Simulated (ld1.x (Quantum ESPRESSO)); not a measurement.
**Building the ultrasoft potential for N (LDA (PZ), non-relativistic).**

* Element: N
* Generator: ld1.x (Quantum ESPRESSO) 7.5
* Type: ultrasoft
* Functional: LDA (PZ)
* Relativity: non-relativistic
* Frozen core: [He]
* Valence charge: 5
* Reference configuration: 2s2 2p3
* Partial waves: 2s (bound): rcut 1.05, rcutus 1.25 bohr; 2s channel at -0.2 Ry: rcut 1.05, rcutus 1.25 bohr; 2p (bound): rcut 1.50, rcutus 1.95 bohr; 2p channel at -0.15 Ry: rcut 1.50, rcutus 1.95 bohr
* Local potential: all-electron potential smoothed inside 2.08 bohr (lloc = -1)
* Core correction: none
* Augmentation charge: PSQ, radius 0.95 bohr

Poles of the logarithmic derivatives, all-electron (AE) and pseudo (PS). s: poles at -0.9 (AE) and -0.9 (PS) Ry. p: poles at -0.0 (AE) and -0.0 (PS) Ry. Test radius 2.25 bohr.

* Cutoffs needed: 18 Ry and 30 Ry (the cutoffs (Ry, on a coarse ladder) from which the occupation-weighted sum of valence levels, in a spherical-Bessel basis at the reference potential, stays within 10 and 1 mRy of its value at 400 Ry)
* Ghost test: no extra level below or beside the all-electron valence levels (s, p, d, f tested) (spherical-Bessel basis up to 400 Ry, 20 bohr box)
* Largest excitation error: +562 meV (all-electron minus pseudo) for 2s1 2p0, out of 7 test configurations
* Lowest eigenvalue of the overlap operator: 0.40 (s channel)
* Density cutoff estimated by the generator: 267 Ry
